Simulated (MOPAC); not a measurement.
MOPAC input (PM7):

```
PM7 FORCE THERMO(298,298) PRECISE LET CHARGE=1 GEO-OK AUX(PRECISION=9) THREADS=1
HCl2Si

Cl   -1.67984406 1   -0.31681099 1    0.05623851 1
Si    0.00101042 1    0.62964810 1   -0.00609116 1
Cl    1.67881701 1   -0.32322810 1   -0.05004683 1
H     0.00335671 1    2.09212878 1   -0.02023905 1
```

Task: Which zero-point energy does it print?

Result: 6.94 kcal/mol, from the harmonic wavenumbers of PM7.
